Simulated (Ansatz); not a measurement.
One geometry of CH₇BSi₂, SMILES `[SiH3]C1B[SiH2]1`, several functionals.

```yaml
crystal:
  periodic: [false, false, false]
  atoms:
    - {symbol: Si, position_ang: [-0.972019, 1.065501, -0.437867]}
    - {symbol: C, position_ang: [-0.413284, -0.528919, 0.367119]}
    - {symbol: B, position_ang: [0.661325, -0.458735, 1.425788]}
    - {symbol: Si, position_ang: [1.339647, -0.837890, -0.349358]}
    - {symbol: H, position_ang: [-1.499880, 0.800770, -1.801153]}
    - {symbol: H, position_ang: [-2.053930, 1.678001, 0.379743]}
    - {symbol: H, position_ang: [0.152072, 2.032595, -0.525058]}
    - {symbol: H, position_ang: [-1.303279, -1.151007, 0.489128]}
    - {symbol: H, position_ang: [0.738486, -0.584349, 2.603657]}
    - {symbol: H, position_ang: [1.673864, 0.143002, -1.406760]}
    - {symbol: H, position_ang: [1.742297, -2.216070, -0.724639]}
basis:
  gaussian: {orbitals: def2-TZVPP}
hamiltonian: {xc: {name: BHLYP}, dispersion: d4}
output: {orbitals: {seedname: orbitals}}
```

```sh
$ ansatz run in.yaml --threads 2 --pin off --events-out ev --progress --plain --max-ram 4352MiB
```

Shortened log:

```
Functional definition: BHLYP
1463 factors; their error is unknown
mean field evaluation 1: about -17575.2599 eV, gradient 4.7e1 eV
mean field evaluation 2: about -17573.6071 eV, gradient 5.0e1 eV
mean field evaluation 4: about -17580.6034 eV, gradient 1.0e0 eV
mean field evaluation 8: about -17580.7030 eV, gradient 3.0e-1 eV
mean field evaluation 16: about -17580.7031 eV, gradient 2.9e-5 eV
mean field -17580.70309345 eV, -646.0789220557 hartree, gradient 2.9e-5 eV, S^2 0.000000; 0 other end points of the search recorded, 0 dependent functions left out
reference -17580.70329488 eV, -646.0789294581 hartree; 23, 23 occupied and 221, 221 virtual orbitals, 1463 factors
Total energy: -17581.04226818 eV, -646.0913864973 hartree
```

Hardware: 2 threads of an Arm Neoverse V1 on a shared host. Wall time 6.5 s, peak host memory 0.58 GiB.

Changing it to `hamiltonian: {xc: {name: r2SCAN0}, dispersion: d4}` (abridged; 10 s):

```
Functional definition: r2SCAN0
mean field evaluation 16: about -17578.8707 eV, gradient 2.4e-5 eV
mean field -17578.87065434 eV, -646.0115811606 hartree, gradient 2.4e-5 eV, S^2 0.000000
Total energy: -17578.94304210 eV, -646.0142413618 hartree
```

The same input with `hamiltonian: {xc: {name: CAM-B3LYP}, dispersion: d4}` (abridged; 7 s):

```
Functional definition: CAM-B3LYP
mean field evaluation 16: about -17580.8173 eV, gradient 4.7e-5 eV
mean field -17580.81732280 eV, -646.0831199070 hartree, gradient 4.7e-5 eV, S^2 0.000000
Total energy: -17581.04026618 eV, -646.0913129249 hartree
```

Changing it to `hamiltonian: {xc: pbe, dispersion: d4}` and forces (abridged; 4.8 s):

```
Functional definition: PBE
mean field evaluation 16: about -17570.6733 eV, gradient 1.6e-4 eV
mean field -17570.67331822 eV, -645.7103346145 hartree, gradient 3.0e-5 eV, S^2 0.000000
Total energy: -17570.93114299 eV, -645.7198094999 hartree
Atom 0 force    -0.021587     0.045756    -0.062617 eV/Å
Atom 1 force    -0.019758    -0.023799     0.090168 eV/Å
Atom 2 force     0.006716     0.037182     0.056328 eV/Å
Atom 3 force     0.210783     0.001627    -0.019978 eV/Å
Atom 4 force    -0.056176    -0.022795    -0.142105 eV/Å
Atom 5 force    -0.109465     0.060597     0.091540 eV/Å
Atom 6 force     0.111857     0.091459    -0.002967 eV/Å
Atom 7 force    -0.195299    -0.111617     0.027122 eV/Å
Atom 8 force     0.016448    -0.026116     0.134489 eV/Å
Atom 9 force     0.020048     0.103423    -0.125940 eV/Å
Atom 10 force     0.036432    -0.155717    -0.046039 eV/Å
Dipole moment:    -0.103655    -0.075491    -0.037590 e Å
```

With the line `hamiltonian: {xc: {name: revPBE}, dispersion: d4}` (abridged; 4.2 s):

```
Functional definition: revPBE
mean field evaluation 16: about -17577.9698 eV, gradient 2.8e-4 eV
mean field -17577.96975177 eV, -645.9784736018 hartree, gradient 5.5e-5 eV, S^2 0.000000
Total energy: -17578.70553655 eV, -646.0055131936 hartree
```

Changing it to `hamiltonian: {xc: {name: wB97M-V}}` and forces (abridged; 25 s):

```
Functional definition: wB97M-V
mean field evaluation 16: about -17579.3718 eV, gradient 9.9e-5 eV
mean field -17579.37180658 eV, -646.0299981656 hartree, gradient 4.8e-5 eV, S^2 0.000000
Total energy: -17579.37186734 eV, -646.0300003984 hartree
Atom 0 force    -0.072568     0.137784    -0.044235 eV/Å
Atom 1 force    -0.041433    -0.048310    -0.024833 eV/Å
Atom 2 force     0.020052    -0.010799     0.108901 eV/Å
Atom 3 force     0.060047    -0.050091    -0.102981 eV/Å
Atom 4 force     0.062790     0.031880     0.154768 eV/Å
Atom 5 force     0.126478    -0.069122    -0.102833 eV/Å
Atom 6 force    -0.120347    -0.110116     0.008987 eV/Å
Atom 7 force     0.083240     0.053194     0.007833 eV/Å
Atom 8 force    -0.022634     0.012133    -0.162885 eV/Å
Atom 9 force    -0.043550    -0.110971     0.120028 eV/Å
Atom 10 force    -0.052074     0.164417     0.037250 eV/Å
Dipole moment:    -0.066649    -0.085874    -0.030770 e Å
```
